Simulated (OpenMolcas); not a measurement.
An atom or ion with 20 electrons was computed by SS-CASPT2, IPEA 0.25 Eh, imaginary shift 0.1 Eh with spin-orbit coupling (OpenMolcas, ANO-RCC-VQZP, DKH2). The lowest levels that the run gave, each within 12 % of the measured value where one is at hand:

| J | Parity | E (cm⁻¹) | g |
| --- | --- | --- | --- |
| 2 | even | 0.0 | 0.666 |
| 3 | even | 323 | 1.084 |
| 4 | even | 738 | 1.251 |
| 2 | even | 10500 | 1.003 |
| 0 | even | 13690 |  |
| 1 | even | 13790 | 1.501 |
| 2 | even | 14030 | 1.498 |
| 4 | even | 18620 | 1.000 |

Which ion is it, and what are the configurations and terms?

V3+ (Z = 23, charge +3; active space 2 electrons in 5 orbitals (3d)). J, parity and g give the terms where levels are pure, and mixed ones are named by the computed weights; the size of the splittings, set against known spectra of the 20-electron sequence, gives the charge. In order, with the measured energies in cm⁻¹ (Sugar and Corliss, J. Phys. Chem. Ref. Data 7, 1191 (1978)): 3d² ³F₂, 3d² ³F₃ (325), 3d² ³F₄ (735), 3d² ¹D₂ (10959), 3d² ³P₀, 3d² ³P₁ (13239), 3d² ³P₂ (13458), 3d² ¹G₄ (18391).

CASPT2 breaks the degeneracy within a term, and the mean is taken; among the terms shown or strongly mixed into the levels shown the widest spread is 910 cm-1 (3d² ¹G). Some high roots are left out of the spin-orbit mixing, which shifts the levels that they would mix with. Computed and measured levels are paired by configuration, term and J; levels that our copy of the source lacks, or whose pairing is in doubt (as where it misses far off the trend of its configuration), stay unpaired and out of the deviations. Levels of configurations outside the active space are missing.
